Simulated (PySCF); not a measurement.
Species: C8H11Br.
SMILES with atom numbers: `[Br:1][C:2]1=[C:3]=[CH:4][CH2:5][CH2:6][CH2:7][CH2:8][CH2:9]1` (hydrogens: H10 on C4; H11, H12 on C5; H13, H14 on C6; H15, H16 on C7; H17, H18 on C8; H19, H20 on C9)

Method: PySCF 2.14.0, PBE0-D3(BJ)/def2-SVP geometry optimisation, gas phase; density fitting, grid level 2; the optimiser is geomeTRIC in internal coordinates, started from a GFN2-xTB structure.

Step 0: E = -78487.9193 eV
```
atom  x, y, z in Å  |  force x, y, z in eV/Å
Br1     1.1097    2.2217    2.3935   -0.137  -0.253  -0.363
C2      0.9005    1.4403    0.6400    0.743   0.468   0.498
C3     -0.1498    1.6818   -0.0818    0.213   0.364   0.237
C4     -1.2209    1.4722   -0.7847   -0.742  -0.396  -0.059
C5     -2.0062    0.2078   -0.5431    0.535  -0.074   0.386
C6     -1.2030   -0.8246    0.2547   -0.036   0.152  -0.637
C7      0.1150   -1.2456   -0.4308    0.038   0.040   0.672
C8      1.3963   -0.9678    0.3712   -0.068   0.335  -0.523
C9      1.9486    0.4594    0.2075   -0.393  -0.447   0.369
H10    -1.5664    2.1434   -1.5564   -0.095   0.431  -0.445
H11    -2.9321    0.4420   -0.0094   -0.375   0.052   0.048
H12    -2.2838   -0.2067   -1.5163   -0.178  -0.116  -0.301
H13    -1.8346   -1.7030    0.3997   -0.203  -0.241   0.123
H14    -0.9926   -0.4170    1.2440    0.018   0.084   0.370
H15     0.0764   -2.3196   -0.6223   -0.011  -0.302  -0.133
H16     0.1968   -0.7522   -1.4008    0.041   0.049  -0.407
H17     2.1744   -1.6593    0.0393    0.263  -0.246  -0.010
H18     1.2123   -1.1651    1.4295    0.011  -0.110   0.349
H19     2.2000    0.6312   -0.8419    0.093   0.100  -0.258
H20     2.8543    0.5716    0.8049    0.284   0.111   0.087
```

Question: Estimate the geometry and energy of step 1. (The exact step hangs on the optimiser's Hessian estimate; all steps are aligned on step 0, rigid shifts and turns removed.)

Answer: E = -78487.9900 eV, largest force 0.305 eV/Å
```
atom  x, y, z in Å  |  force x, y, z in eV/Å
Br1     0.9683    1.9523    2.4550    0.088   0.148   0.129
C2      0.9254    1.4748    0.6153   -0.220  -0.209   0.029
C3     -0.1449    1.7346   -0.0900    0.153   0.051  -0.108
C4     -1.2382    1.5259   -0.7830    0.008  -0.008  -0.043
C5     -1.9796    0.2296   -0.5591   -0.138   0.007  -0.049
C6     -1.2000   -0.7983    0.2575    0.024   0.003   0.085
C7      0.1229   -1.2808   -0.3810   -0.002   0.011  -0.090
C8      1.4215   -0.9524    0.3688    0.004  -0.038   0.079
C9      1.9522    0.4721    0.1680    0.062   0.060  -0.060
H10    -1.6075    2.2270   -1.5426   -0.005   0.007   0.097
H11    -2.9456    0.4463   -0.0631    0.038  -0.037  -0.049
H12    -2.2439   -0.1906   -1.5482    0.014   0.021   0.029
H13    -1.8610   -1.6632    0.4310    0.006   0.035  -0.025
H14    -0.9973   -0.3767    1.2574   -0.029  -0.034  -0.028
H15     0.0760   -2.3758   -0.4968    0.009   0.026   0.017
H16     0.1996   -0.8813   -1.4097    0.003  -0.062   0.030
H17     2.2093   -1.6555    0.0478   -0.014   0.031   0.004
H18     1.2753   -1.1302    1.4504    0.024  -0.011  -0.062
H19     2.1682    0.6406   -0.9009   -0.018  -0.001   0.046
H20     2.8943    0.6123    0.7203   -0.009  -0.001  -0.032
```

The energy changes by -0.0707 eV. The first-order estimate −F·Δx gives -0.1978 eV and the mean of the old and new forces, exact on a quadratic surface, -0.0750 eV. The step makes an angle of 79° with the force vector and moves no atom by more than 0.310 Å.

The cost below is that of the whole optimisation. Hardware: one thread of an Arm Neoverse V2 (shared host). Cost: 3.2 min wall, 1.0 GiB resident at most.
